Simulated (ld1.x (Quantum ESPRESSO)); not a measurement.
## Reading a pseudo-wave (silicon (Si))

Columns: radius, all-electron u(r) and pseudo u(r) of the 3p shell (level -7.77 eV) of silicon in the configuration [Ne] 3s2 3p1.5; LDA (PZ), non-relativistic, PAW scheme, ld1.x (Quantum ESPRESSO) 7.5.

```
r (bohr)  all-electron   pseudo
   0.093        0.0997  -0.0038
   0.185        0.2195  -0.0149
   0.278        0.2774  -0.0332
   0.370        0.2735  -0.0578
   0.463        0.2261  -0.0886
   0.555        0.1535  -0.1242
   0.648        0.0667  -0.1643
   0.740       -0.0236  -0.2072
   0.833       -0.1139  -0.2527
   0.925       -0.1987  -0.2990
   1.018       -0.2776  -0.3459
   1.110       -0.3480  -0.3917
   1.203       -0.4108  -0.4363
   1.295       -0.4648  -0.4780
   1.388       -0.5112  -0.5168
   1.480       -0.5496  -0.5512
   1.573       -0.5811  -0.5813
   1.665       -0.6057  -0.6057
   1.758       -0.6244  -0.6244
   1.850       -0.6374  -0.6374
   1.943       -0.6457  -0.6457
   2.035       -0.6495  -0.6495
   2.128       -0.6495  -0.6495
   2.220       -0.6462  -0.6462
   2.313       -0.6398  -0.6398
   2.405       -0.6311  -0.6311
```

(1) How many radial nodes do the two functions have?

(2) At about which radius was the pseudo-wave matched?

(3) Is the pseudo-wave norm-conserving?

Answers

(1) The all-electron 3p function has n − l − 1 = 1; the pseudo-wave has 0, since the states of the same l below it are removed with the core.

(2) 1.65 bohr, where the columns begin to agree (steps of 0.09 bohr).

(3) No, it belongs to a PAW set: the norm inside the radius is not constrained, and the difference is carried by the augmentation charge.
